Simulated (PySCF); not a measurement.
C₆H₅F₃Se.
Cartesian coordinates in Å at the PBE0-D3(BJ)/def2-SVP level; atoms count from 1:
```
atom  x, y, z in Å
C1    -2.3335   -0.8490    0.0976
C2    -1.1114    0.0088   -0.0153
C3    -1.1390    1.3664   -0.2057
Se4    0.5454    2.1224   -0.3032
C5     1.2146    0.4079   -0.0586
C6     2.6800    0.1399    0.0105
F7     3.0600   -0.2486    1.2317
F8     3.3871    1.2348   -0.2968
F9     3.0450   -0.8308   -0.8324
C10    0.2173   -0.5175    0.0650
H11   -2.3595   -1.6095   -0.6989
H12   -3.2511   -0.2498    0.0232
H13   -2.3549   -1.3836    1.0604
H14   -2.0290    1.9887   -0.3017
H15    0.4243   -1.5800    0.2145
```

Level: wB97X-D/def2-SVPD in PySCF, non-relativistic, on one gas-phase PBE0-D3(BJ)/def2-SVP geometry that isn't relaxed in the solvent. The solvent is an IEF-PCM continuum (van der Waals radii × 1.2), and excitations are vertical TDDFT with non-equilibrium linear response and a frozen core. Specific hydrogen bonds and non-electrostatic terms are outside this model. Spin–orbit coupling is left out although an atom past zinc is present.

Gas-phase singlets (H = HOMO, L = LUMO):

```csv
state,E (eV),λ (nm),f,leading configurations
S1,5.148,241,0.110,H→L 93%
S2,5.480,226,0.000,"H→L+1 70%, H-1→L+1 12%"
S3,5.539,224,0.109,H-1→L 93%
S4,5.917,210,0.001,"H-1→L+1 72%, H→L+1 12%"
S5,6.960,178,0.018,H→L+3 76%
```

Task: How does the list change in chloroform (ε = 4.711)?

Result: 
```json
{"state": "S1", "E (eV)": "5.065", "λ (nm)": "245", "f": "0.160", "leading configurations": "H→L 94%", "change by rank (eV)": "-0.083"}
{"state": "S2", "E (eV)": "5.474", "λ (nm)": "226", "f": "0.152", "leading configurations": "H-1→L 94%", "change by rank (eV)": "-0.006"}
{"state": "S3", "E (eV)": "5.511", "λ (nm)": "225", "f": "0.000", "leading configurations": "H→L+1 70%, H-1→L+1 13%", "change by rank (eV)": "-0.028"}
{"state": "S4", "E (eV)": "5.956", "λ (nm)": "208", "f": "0.002", "leading configurations": "H-1→L+1 72%, H→L+1 13%", "change by rank (eV)": "+0.039"}
{"state": "S5", "E (eV)": "6.857", "λ (nm)": "181", "f": "0.036", "leading configurations": "H→L+3 69%, H→L+2 9%", "change by rank (eV)": "-0.103"}
```

Task: What are the lowest 5 singlets in water (ε = 78.36)?

Result: 
```tsv
state	E (eV)	λ (nm)	f	leading configurations	change by rank (eV)
S1	5.077	244	0.149	H→L 94%	-0.071
S2	5.492	226	0.144	H-1→L 94%	+0.012
S3	5.543	224	0.000	H→L+1 71%, H-1→L+1 13%	+0.004
S4	5.981	207	0.002	H-1→L+1 72%, H→L+1 13%	+0.064
S5	6.829	182	0.033	H→L+3 68%, H→L+2 12%	-0.131
```

Task: The ground-state energy changes by -0.156 eV from gas to water. By how much does the total energy of gas-phase S1 change?

Result: E(S1) = E(S0) + excitation energy, so it changes by -0.156 − 0.071 = -0.227 eV: it is lowered more than the ground state, which is what a red shift means. This is the vertical state, with the slow part of the continuum still set for S0.

Task: How do the frontier levels move from gas to water?

Result: 
```csv
orbital,gas (eV),solvent (eV),change (eV),"Löwdin shares, gas","Löwdin shares, solvent"
LUMO+2,1.95,2.02,+0.07,"Se4 73 %, C1 6 %","Se4 77 %, F8 7 %, C3 4 %"
LUMO+1,1.32,1.55,+0.23,"Se4 70 %, C5 9 %, C3 6 %","Se4 71 %, C5 9 %, C3 7 %"
LUMO,0.43,0.54,+0.11,"Se4 21 %, C5 21 %, C3 18 %, C10 16 %","Se4 21 %, C5 21 %, C3 18 %, C10 16 %"
HOMO,-8.88,-8.74,+0.14,"Se4 34 %, C2 21 %, C3 14 %, C5 12 %","Se4 32 %, C2 22 %, C3 15 %, C5 12 %"
HOMO-1,-9.19,-9.09,+0.10,"C3 22 %, C5 22 %, C10 21 %, Se4 19 %","C5 22 %, C3 22 %, C10 20 %, Se4 20 %"
HOMO-2,-11.67,-11.49,+0.18,"Se4 53 %, C3 12 %, C2 8 %, C5 7 %","Se4 51 %, C3 12 %, C1 8 %, C2 8 %"
HOMO-3,-12.48,-12.26,+0.22,"Se4 17 %, C5 16 %, C3 12 %, C1 12 %","C1 20 %, H12 11 %, C2 10 %, Se4 10 %"
```

The HOMO–LUMO gap goes from 9.31 to 9.29 eV. Rows go by rank; for HOMO-3 the atom shares or the degeneracy differ between the runs, so the row needn't follow one orbital.

The run took about 3 min of CPU time (one thread, shared machine). This is the whole response run at wB97X-D/def2-SVPD in water, SCF included.

wB97X-D is run here without its empirical dispersion term; that term would change no orbital, density or response property at a fixed geometry.
